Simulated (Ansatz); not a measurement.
`B[Si](O)(F)F` + `[SiH3]S` → `BS[SiH3]` + `O[SiH](F)F` at 600 K and 1 bar (cleavage of the B–Si bond).

Program: Ansatz. Geometries: PBE0-D4/def2-TZVP. ΔE: electronic, gas phase. CBS: MP2 limit from def2 TZ/QZ plus the TZ coupled-cluster correction, frozen cores. Each species was taken in one conformer, which may not be the lowest.

```tsv
species	CCSD(T)/CBS energy (Eh)	H − E (kJ/mol)	S (J/(mol·K))
`B[Si](O)(F)F`	-590.59738	164.9	427.7
`[SiH3]S`	-689.27336	126.3	326.2
`BS[SiH3]`	-714.68055	173.8	379.2
`O[SiH](F)F`	-565.23707	118.9	358.9
```

H − E and S are ideal-gas, rigid-rotor, harmonic terms from PBE0-D4/def2-TZVP, for one conformer and one mirror image of each species. 1 Eh = 2625.50 kJ/mol, R = 8.31446 J/(mol·K).

Task: By hand: ΔE, ΔH, ΔS and ΔG.

Result: ΔE = (-714.68055) + (-565.23707) − (-590.59738) − (-689.27336) = -0.04688 Eh = -123.1 kJ/mol. Δ(H − E) = 173.8 + 118.9 − 164.9 − 126.3 = 1.5, so ΔH = -121.6 kJ/mol. ΔS = 379.2 + 358.9 − 427.7 − 326.2 = -15.8 J/(mol·K). ΔG = -121.6 − 600 × (-15.8)/1000 = -112.1 kJ/mol.

Task: By hand: the equilibrium constant, and the temperature at which ΔG would vanish if ΔH and ΔS stayed fixed.

Result: log₁₀ K = −ΔG/(RT ln 10) = 9.8. ΔG = 0 at ΔH/ΔS = 7696 K, far beyond where these terms or the molecules hold.

ΔH outweighs TΔS. A doubt of 5 kJ/mol in ΔE shifts log₁₀ K by 0.4 here. Other conformers and mirror images would add mixing entropy, several J/(mol·K) or more a flexible species. These are equilibria of isolated gas molecules and say nothing of rates. Largest T1 diagnostic: 0.014 (customary marks: 0.02 for closed shells, 0.045 for open ones).
